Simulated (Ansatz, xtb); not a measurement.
# C2H5Br: which of two structures lies lower

Structure a: `CCBr`, a singlet. Structure b: a singlet given by its coordinates. Both are isolated molecules in the gas phase, relaxed with B3LYP/6-31G*.

a (Å):

```csv
atom,x (Å),y (Å),z (Å)
C,-0.2256,0.7795,-1.9837
C,-0.5198,-0.6971,-2.1720
Br,0.9183,-1.8367,-1.4059
H,0.7055,1.0673,-2.4804
H,-0.1465,1.0387,-0.9240
H,-1.0442,1.3668,-2.4210
H,-1.4307,-1.0111,-1.6617
H,-0.5764,-0.9824,-3.2227
```

b (Å):

| atom | x (Å) | y (Å) | z (Å) |
| --- | --- | --- | --- |
| C | -0.1854 | -0.2368 | 1.6652 |
| C | 0.9143 | 0.1633 | -1.1411 |
| Br | 1.4806 | 0.4808 | 0.7490 |
| H | -0.4506 | 0.6392 | 2.2781 |
| H | -0.0695 | -0.2832 | -0.9899 |
| H | 0.2777 | -0.9795 | 2.3340 |
| H | 0.8774 | 1.1268 | -1.6486 |
| H | 1.6319 | -0.5171 | -1.5989 |

Close contacts (Å): C1–Br3 2.03, C2–Br3 2.00, C1–H4 1.10, C1–H6 1.10, C2–H5 1.09, C2–H7 1.09, C2–H8 1.09.

Quicker runs give these differences E(b) − E(a): GFN2-xTB +3.725 eV; HF/STO-3G +6.313 eV (at GFN2-xTB geometries); r2SCAN-D4/def2-SVP +4.263 eV (at GFN2-xTB geometries).

Question: Estimate E(b) − E(a) at the level CCSD(T)/def2-TZVP.

Answer: Calculated at CCSD(T)/def2-TZVP: E(b) − E(a) = +4.107 eV, so structure a lies lower.

Level by level:

```tsv
level	geometry	E(b) − E(a) (eV)	departure from the last row (eV)	job, with rough time for the two
GFN2-xTB	GFN2-xTB	+3.725	−0.382	optimisation, 0.13 s
HF/STO-3G	GFN2-xTB	+6.313	+2.206	single point, 0.32 s
r2SCAN-D4/def2-SVP	GFN2-xTB	+4.263	+0.155	single point, 4.2 s
B3LYP/6-31G*	B3LYP/6-31G*	+4.314	+0.206	optimisation, 39 s
HF/def2-TZVP	B3LYP/6-31G*	+4.333	+0.226	part of the CCSD(T) run
MP2/def2-TZVP	B3LYP/6-31G*	+4.243	+0.135	part of the CCSD(T) run
CCSD(T)/def2-TZVP	B3LYP/6-31G*	+4.107		single point, 89 s
```

The levels shown agree on the order. The largest departure from CCSD(T)/def2-TZVP is that of HF/STO-3G, 2.206 eV.

With harmonic frequencies from B3LYP/6-31G* (ideal gas, rigid rotor, one conformer each, 298.15 K, 1 atm): on the last row, ΔE + ΔZPE = +3.951, ΔH = +3.985, ΔG = +3.910 eV.

The correlated steps freeze 11 core orbitals; the filled d shell of Br is correlated, in a basis made for valence electrons. Codes used: Ansatz 0.2.0, xtb 6.7.1; the last row on 1 thread of Arm Neoverse V2 on a shared host.
